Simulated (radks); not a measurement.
The mean radii <r> (bohr) of the occupied orbitals of an atom or ion are listed with their occupations. All-electron calculation, Dirac Kohn-Sham, PBEsol, spin-unpolarised, spherical densities, point nucleus. Program: a radial shooting solver on a logarithmic mesh with Libxc functionals.

| orbital | occ. | <r> |
|---|---|---|
| 1s1/2 | 2 | 0.01605 |
| 2s1/2 | 2 | 0.06691 |
| 2p1/2 | 2 | 0.05488 |
| 2p3/2 | 4 | 0.06380 |
| 3s1/2 | 2 | 0.1740 |
| 3p1/2 | 2 | 0.1645 |
| 3p3/2 | 4 | 0.1807 |
| 3d3/2 | 4 | 0.1570 |
| 3d5/2 | 6 | 0.1619 |
| 4s1/2 | 2 | 0.3842 |
| 4p1/2 | 2 | 0.3854 |
| 4p3/2 | 4 | 0.4200 |
| 4d3/2 | 4 | 0.4247 |
| 4d5/2 | 6 | 0.4358 |
| 5s1/2 | 2 | 0.8539 |
| 4f5/2 | 6 | 0.4509 |
| 4f7/2 | 8 | 0.4572 |
| 5p1/2 | 2 | 0.9125 |
| 5p3/2 | 4 | 1.005 |
| 5d3/2 | 4 | 1.281 |
| 5d5/2 | 6 | 1.332 |
| 6s1/2 | 2 | 2.332 |
| 6p1/2 | 2 | 3.070 |

Name the element and its charge. Open shells, if any, fill j = l - 1/2 first.

Answer. Z = 82, lead, charge 0: Pb in [Hg] 6p2. The 1s radius gives Z: for a bare nucleus <r> = (2 gamma + 1)/(2Z) with gamma = sqrt(1 - (Z/c)^2), 0.01587 bohr for Z = 82, and screening makes it slightly larger (0.01605 here). The occupations add up to 82, and the charge is Z minus that.
